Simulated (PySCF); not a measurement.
C5H3F4O (doublet state).
Cartesian coordinates in Å at the GFN2-xTB level; atoms count from 1:
```
atom  x, y, z in Å
F1     0.6176   -2.2854    0.5429
C2     0.7523   -1.0021    0.2410
C3     1.9613   -0.3471    0.1216
O4     1.7825    0.9516   -0.1879
C5     0.3908    1.2106   -0.2847
C6    -0.2736   -0.1002   -0.0066
C7    -1.7360   -0.2939    0.0301
F8    -2.2754   -0.0179    1.2430
F9    -2.1145   -1.5384   -0.2704
F10   -2.3655    0.5303   -0.8313
H11    2.9645   -0.7052    0.2343
H12    0.1222    1.9953    0.4388
H13    0.1693    1.6029   -1.2886
```

The hyperfine couplings belong to this conformer and change with its torsions.

As a line formula: `FC1=COC[C]1C(F)(F)F` [radical].

Computed with UKS B3LYP, pcH-1 on C F H O, non-relativistic, mean-field spin-orbit, GIAO (PySCF). Geometry: GFN2-xTB; no solvent, vibrations or thermal averaging. The geometry wasn't refined by DFT: couplings that depend on bond lengths, twists or pyramidal angles can differ widely from those at the functional's own minimum. The SCF solution wasn't tested for stability.

The largest Mulliken spin populations are on C3 (+0.50), C6 (+0.50), C2 (-0.15) and O4 (+0.12). The positive populations add up to 1.25 and the negative ones to -0.25, together 2S = 1. The angles at C3 add up to 360.0°, so it is planar.

(1) McConnell's relation a(H) = Q·ρ ties the coupling of a proton on a planar π carbon to the spin population of that carbon. What Q do the computed values give?

(2) How do the β-proton couplings of this frozen conformer go with θ, the angle between the C–H bond and the normal to the plane of the spin centre's three neighbours, both seen down the bond from centre to carbon?

Results:

(1) 
```json
{"H": "H11", "C": "C3", "ρ(C)": "+0.504", "a(H) (G)": "-13.86", "a/ρ (G)": "-27.5"}
```

One proton gives one ratio, Q = -27.5 G, and no test of linearity. In every row coupling and population have opposite signs.

(2) 
```csv
β H,on,centre,θ (°),cos²θ,a (G)
H12,C5,C6,29,0.76,+42.00
H13,C5,C6,29,0.77,+40.73
```

Couplings in gauss use g_iso = 2.0032.

The run took 65 s of wall time (with the writing of density and orbital grids) on Intel Xeon at 2.60 GHz, one thread, no GPU, shared host, and the process peaked at 0.96 GiB of memory.
